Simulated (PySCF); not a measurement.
HAlClIO, SMILES [OH][Al]([Cl])[I], singlet at its PBE0/def2-SVP optimised geometry (Å):

```
5

Al    -0.4736     0.1100     0.0000
Cl    -1.4254     1.9636     0.0000
I     -1.7882    -1.9636     0.0011
O      1.2138     0.1100     0.0000
H      1.7882    -0.6575    -0.0023
```

Calculation: PBE0/def2-TZVP, def2 effective core potentials past Kr (PySCF). The core electrons that the potentials of I replace are not part of the density.

Map of the deformation density (molecule minus spherical neutral atoms) (e/bohr³) on the plane z = 0.8 Å:

```
|+++++++++++++++++++++++++++++++|
|+++++++++++++++++++++++++++++++|
|++++++++===++++++++++++++++++++|
|++++++=====++++++++++++++++++++|
|++++++=====++++++++++++++++++++|
|+++++====++++++++++++++++++++++|
|++++++=+++**+++++++++++++++++++|
|++++++++**#**+++===++++++++++++|
|++++++++*##***+=====+++++++++++|
|++++++++**###*+=====+++++++++++|
|++++++++**#%#*=--===+++++++++++|
|+++++++++*##*=---==++++++++++++|
|+++++==+++++=:..-=+***+++++++++|
|+++++======-:  .-+###*+++++++++|
|++++=====-:.   .=#@@%*+====++++|
|+++++====--.   .+%@@#+=====++++|
|+++++======-:. :=#%#+=---==++++|
|+++++++++**+=:::=+*+==---===+++|
|++++++++**##*=--====--::-===+++|
|++++++++**##*+======--:--==++++|
|+++++++****#*++======---===++++|
|+++++********++===========+++++|
|+++++*###***++++=========++++++|
|++++++*###**+++++======++++++++|
|++===++*###*+++++++++++++++++++|
|++=====+***++++++++++++++++++++|
|++======+++++++++++++++++++++++|
|+++=======+++++++++++++++++++++|
|+++=======+++++++++++++++++++++|
|++++======+++++++++++++++++++++|
|+++++++++++++++++++++++++++++++|
```
Scale: ten equal steps from -0.016 (start of ' ') to 0.014 (end of '@'), in the order ' .:-=+*#%@'; x runs from -4.00 to 4.00, y from -4.00 (bottom) to 4.00 (top).
